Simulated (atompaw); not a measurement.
# An all-electron radial function and its pseudo partner (tin)

Columns: radius, all-electron u(r) and pseudo u(r) of the 5s shell (level -26.16 eV) of tin in the configuration [Kr] 4d10 5s2 5p0; PBEsol, scalar-relativistic, PAW (atompaw) scheme, atompaw 4.2.0.5.

```json
{"r (bohr)": "0.100", "all-electron": "-0.1506", "pseudo": "0.0938"}
{"r (bohr)": "0.200", "all-electron": "0.1908", "pseudo": "0.1863"}
{"r (bohr)": "0.300", "all-electron": "0.2099", "pseudo": "0.2763"}
{"r (bohr)": "0.400", "all-electron": "-0.0286", "pseudo": "0.3627"}
{"r (bohr)": "0.500", "all-electron": "-0.2614", "pseudo": "0.4444"}
{"r (bohr)": "0.600", "all-electron": "-0.3774", "pseudo": "0.5204"}
{"r (bohr)": "0.700", "all-electron": "-0.3708", "pseudo": "0.5900"}
{"r (bohr)": "0.800", "all-electron": "-0.2759", "pseudo": "0.6523"}
{"r (bohr)": "0.900", "all-electron": "-0.1318", "pseudo": "0.7070"}
{"r (bohr)": "1.000", "all-electron": "0.0305", "pseudo": "0.7536"}
{"r (bohr)": "1.100", "all-electron": "0.1905", "pseudo": "0.7920"}
{"r (bohr)": "1.200", "all-electron": "0.3361", "pseudo": "0.8222"}
{"r (bohr)": "1.300", "all-electron": "0.4613", "pseudo": "0.8444"}
{"r (bohr)": "1.400", "all-electron": "0.5640", "pseudo": "0.8588"}
{"r (bohr)": "1.500", "all-electron": "0.6443", "pseudo": "0.8658"}
{"r (bohr)": "1.600", "all-electron": "0.7038", "pseudo": "0.8661"}
{"r (bohr)": "1.700", "all-electron": "0.7446", "pseudo": "0.8601"}
{"r (bohr)": "1.800", "all-electron": "0.7692", "pseudo": "0.8486"}
{"r (bohr)": "1.900", "all-electron": "0.7800", "pseudo": "0.8322"}
{"r (bohr)": "2.000", "all-electron": "0.7791", "pseudo": "0.8116"}
{"r (bohr)": "2.100", "all-electron": "0.7687", "pseudo": "0.7874"}
{"r (bohr)": "2.200", "all-electron": "0.7507", "pseudo": "0.7604"}
{"r (bohr)": "2.300", "all-electron": "0.7268", "pseudo": "0.7310"}
{"r (bohr)": "2.400", "all-electron": "0.6982", "pseudo": "0.6995"}
{"r (bohr)": "2.500", "all-electron": "0.6664", "pseudo": "0.6666"}
{"r (bohr)": "2.600", "all-electron": "0.6323", "pseudo": "0.6323"}
```

(1) How many radial nodes do the two functions have?

(2) Is the pseudo-wave norm-conserving?

## Answers

(1) The all-electron 5s function has n − l − 1 = 4 (the table is too coarse to show those close to the nucleus); the pseudo-wave has 0, since the states of the same l below it are removed with the core.

(2) No, it belongs to a PAW set: the norm inside the radius is not constrained, and the difference is carried by the augmentation charge.
